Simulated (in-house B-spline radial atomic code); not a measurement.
LDA exchange-only excitations of the manganese ion Mn⁷⁺

Method: LDA exchange-only. Computed with a B-spline radial code for spherical atoms: linear response of the closed shell [Ne] 3s2 3p6 with the functional's adiabatic kernel; non-relativistic, point nucleus, no spin-orbit coupling, no double excitations, S, P, D and F terms only. Only terms of natural parity with L up to 3 were computed.

Command:
```bash
python run_td.py task.json out
```
Settings (radii: box in bohr, nucleus in fm):
```
Z                        25
electrons                18
configuration            [Ne] 3s2 3p6
hamiltonian              nr
method                   lda,
box_radius               12.81
intervals                51
```

Run time, properties included: 0.4 s on 1 thread of Intel(R) Xeon(R) Platinum 8375C CPU @ 2.90GHz (Ice Lake), with other jobs on the host.

The lowest states, in the order of their Tamm-Dancoff energies; the method's threshold (minus the highest occupied level) is 180.50 eV. Labels give the largest channel, * marks a mixed state, and oscillator strengths are full-response dipole values. Semilocal kernels can invert the small singlet-triplet splittings of Rydberg terms. Energies in eV:

```
     state  full response  Tamm-Dancoff  oscillator strength
3p → 3d 3P          45.78         45.95                    -
3p → 3d 3F          47.12         47.23                    -
3p → 3d 1F          51.29         51.34                    -
3p → 3d 1P          65.72         68.70                 3.12
3s → 3d 3D          78.50         78.55                    -
3s → 3d 1D          83.65         83.80                    -
3p → 4s 3P          96.52         96.53                    -
3p → 4s 1P          97.63         97.69                0.266
3p → 4p 3S         105.24        105.28                    -
3p → 4p 3D         106.39        106.40                    -
3p → 4p 1D         107.16        107.17                    -
3p → 4p 1S         111.22        111.50                    -
3p → 4d 3P         121.30        121.32                    -
3p → 4d 3F              ?             ?                    -
3p → 4d 1F         122.07        122.08                    -
3p → 4d 1P         122.82        122.90                0.344
3s → 4s 3S         127.50        127.51                    -
3s → 4s 1S         129.60        129.72                    -
3p → 4f 3D              ?             ?                    -
3p → 4f 1D         134.53        134.56                    -
3p → 5s 3P         135.72        135.72                    -
3p → 5s 1P         136.06        136.07               0.0428
```

Question: Where does 3p → 4f 3D lie?

Answer: At 133.08 eV in full response, 133.09 eV in Tamm-Dancoff.

Question: Where does 3p → 4d 3F lie?

Answer: At 121.65 eV in full response, 121.66 eV in Tamm-Dancoff.

Question: How large is the singlet-triplet splitting of 3p → 3d (F terms) in Tamm-Dancoff?

Answer: 4.11 eV, from the unrounded values.

Question: What polarisabilities and dispersion coefficient does the method give?

Answer: Dipole 0.6358 bohr³, quadrupole 0.4763 bohr⁵, C6 0.8456 hartree·bohr⁶ for two such species.
